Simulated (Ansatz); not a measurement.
One change: `[F][Ga]([F])[I]` becomes `[F][Ga]([F])[Br]`.

Ansatz, PBE0-D4/def2-TZVP geometries, multiplicity 1. 

Elements past krypton have def2 core potentials. Scalar relativity is left out up to krypton. Spin–orbit coupling is left out; it splits and shifts lone-pair levels of the heavy atoms by tenths of an eV.

```json
{"property": "HOMO–LUMO gap (PBE0/def2-TZVPP) / eV", "`[F][Ga]([F])[I]`": "6.31"}
{"property": "size of the dipole moment (PBE/def2-TZVPP) / D", "`[F][Ga]([F])[I]`": "2.03"}
{"property": "HOMO–LUMO gap (B3LYP/def2-TZVPP) / eV", "`[F][Ga]([F])[I]`": "5.71"}
{"property": "size of the dipole moment (ωB97M-V/def2-TZVPP) / D", "`[F][Ga]([F])[I]`": "2.03"}
{"property": "HOMO–LUMO gap (PBE/def2-TZVPP) / eV", "`[F][Ga]([F])[I]`": "4.20"}
{"property": "LUMO energy (B3LYP/def2-TZVPP) / eV", "`[F][Ga]([F])[I]`": "-2.64"}
```

(1) Give the same properties after the change, and the shifts. (Best estimate.)

Results:

(1) Ansatz gave: 
| property | `[F][Ga]([F])[Br]` | shift |
| --- | --- | --- |
| HOMO–LUMO gap (PBE0/def2-TZVPP) / eV | 7.22 | 0.91 |
| size of the dipole moment (PBE/def2-TZVPP) / D | 1.33 | -0.70 |
| HOMO–LUMO gap (B3LYP/def2-TZVPP) / eV | 6.56 | 0.85 |
| size of the dipole moment (ωB97M-V/def2-TZVPP) / D | 1.34 | -0.69 |
| HOMO–LUMO gap (PBE/def2-TZVPP) / eV | 4.90 | 0.70 |
| LUMO energy (B3LYP/def2-TZVPP) / eV | -2.59 | 0.05 |

With PBE0 the HOMO falls by 0.82 eV and the LUMO rises by 0.08 eV, so the gap widens by about 0.90 eV. PBE moves the HOMO by -0.66 eV and ωB97M-V by -0.93 eV. Dipoles are sizes alone; their direction can turn.

B3LYP here is the variant with VWN-RPA as its local correlation; programs differ in this.
